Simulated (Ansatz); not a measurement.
Calculated with Ansatz (gas phase, PBE0-D4/def2-TZVP geometries, no zero-point term in ΔE). CCSD(T)/CBS is the MP2 limit (def2-TZVPP, def2-QZVPP) plus CCSD(T) − MP2 in def2-TZVPP, frozen cores. Functionals use def2-TZVPP. def2 core potentials past Kr. For Sn outer-core shells are correlated without core-valence functions, which leaves a few kJ/mol of doubt a bond. One conformer a species, not always the lowest.

`O=C[SiH](O)Cl` + `C[CH](Cl)[SnH3]` → `O=C[SiH](O)[SnH3]` + `CC(Cl)Cl`  (formal exchange of groups at the Si–Cl bond)

```json
{"level": "r2SCAN", "ΔE (kcal/mol)": "29.9"}
{"level": "HF/CBS(def2)", "ΔE (kcal/mol)": "33.8"}
```

Question: What does CCSD(T)/CBS give? (Estimate.)

Answer: Computed: +32.4 kcal/mol. The listed levels differ from it by -2.5, 1.4 kcal/mol.

Largest T1 diagnostic among the species: 0.015.

From PBE to PBE0 (25 % exact exchange), in def2-TZVPP and without D4, ΔE moves by +2.1 kcal/mol.
